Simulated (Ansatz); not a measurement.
BeO (SMILES [Be]=[O]), singlet (typed; the unrestricted solution is spin-contaminated), geometry from GFN2-xTB (such geometries of metal compounds can be far from the true shape), with bond 2-1 at 1.8 times its length; HF/cc-pVDZ in Ansatz (a first-principles code).

The Ansatz input:
Ansatz 0.2 input:
```yaml
crystal:
  periodic: [false, false, false]
  atoms:
    - {symbol: Be, position_ang: [-0.00000000, -0.00000000, -0.86305072]}
    - {symbol: O, position_ang: [0.00000000, 0.00000000, 1.46718622]}
basis:
  gaussian:
    orbitals: cc-pVDZ
hamiltonian:
  xc: hf
scf: {lower_state_search: standard}
magnetization: {spin_polarized: true}
```

The log (banner, timings and long lists left out):

```
Functional definition: HF
257 factors; integrals over basis functions are off by at most 1.1e-3 eV
mean field evaluation 1: about -2416.4437 eV, gradient 4.0e1 eV
mean field evaluation 2: about -2416.4454 eV, gradient 4.0e1 eV
mean field evaluation 4: about -2423.3916 eV, gradient 2.1e1 eV
mean field evaluation 8: about -2428.8022 eV, gradient 7.1e-1 eV
mean field evaluation 16: about -2429.1262 eV, gradient 2.0e0 eV
mean field evaluation 32: about -2431.1379 eV, gradient 6.5e-5 eV
mean field evaluation 64: about -2430.8959 eV, gradient 7.1e-1 eV
mean field evaluation 96: about -2429.7511 eV, gradient 6.9e0 eV
mean field evaluation 128: about -2430.1685 eV, gradient 6.3e0 eV
mean field evaluation 160: about -2430.8173 eV, gradient 4.9e0 eV
mean field evaluation 192: about -2427.7929 eV, gradient 3.8e0 eV
mean field evaluation 224: about -2430.8573 eV, gradient 2.0e0 eV
mean field evaluation 256: about -2430.3610 eV, gradient 6.3e-1 eV
mean field evaluation 288: about -2419.8291 eV, gradient 1.6e1 eV
mean field -2431.13790000 eV, -89.3426699406 hartree, gradient 8.5e-6 eV, S^2 1.229145; 12 other end points of the search recorded, 0 dependent functions left out
reference -2431.13790000 eV, -89.3426699406 hartree; 6, 6 occupied and 22, 22 virtual orbitals, 257 factors
Total energy: -2431.13790000 eV, -89.3426699406 hartree
```
